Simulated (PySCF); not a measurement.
C2H7ClO2Si, SMILES OCC[Si@H](O)Cl.

Geometry: PBE-D3(BJ)/def2-SVP. The structure was generated by enumeration; whether it is a known compound was not checked. One conformer was computed; it need not be the lowest.

All values below come from PBE-D3(BJ)/def2-SVP in PySCF 2.14.0.

Frequencies are harmonic and unscaled.

```
mode  ν (cm⁻¹)  IR (km/mol)    moving atoms (share of kinetic energy)
----  --------  -----------  ----------------------------------------
1           79          3.2           Cl 30 %, O 29 %, H 20 %, C 15 %
2           85          2.6            O 53 %, H 21 %, C 14 %, Cl 9 %
3          162          9.1           O 33 %, H 28 %, C 22 %, Si 14 %
4          177         18.1  O 25 %, H 25 %, C 18 %, Cl 17 %, Si 14 %
5          217         15.9                   O 45 %, H 27 %, Cl 16 %
6          271         23.9           H 52 %, Si 17 %, C 13 %, O 12 %
7          307         82.6           H 39 %, O 36 %, Si 15 %, Cl 9 %
8          375        138.1                             H 81 %, C 8 %
9          457         72.4            H 41 %, C 26 %, O 17 %, Cl 9 %
10         519         55.7          Si 43 %, Cl 31 %, H 12 %, C 10 %
11         667         53.1                   H 41 %, C 32 %, Si 26 %
12         702          4.1                            H 63 %, C 31 %
13         747        109.6                             H 85 %, C 9 %
14         819         31.1                            H 59 %, O 33 %
15         827        209.3           H 53 %, O 19 %, Si 16 %, C 12 %
16         902         75.9                   H 55 %, Si 22 %, O 17 %
17         915         69.5           H 45 %, C 28 %, O 15 %, Si 11 %
18         943         18.0                            H 73 %, C 23 %
19        1077         74.8                    C 57 %, O 30 %, H 13 %
20        1085         23.2                                    H 88 %
21        1160         39.6                            H 56 %, C 42 %
22        1243          9.8                            H 79 %, C 20 %
23        1320          0.3                            H 77 %, C 19 %
24        1365         41.5                            H 80 %, C 15 %
25        1371          5.3                             H 90 %, C 9 %
26        1443          0.6                                    H 93 %
27        2188        111.0                                    H 97 %
28        2912         84.7                                    H 93 %
29        2976          3.8                                    H 94 %
30        3011         17.9                             H 91 %, C 9 %
31        3038          8.5                             H 91 %, C 9 %
32        3676         22.8                                    H 94 %
33        3762         81.5                                    H 94 %
```
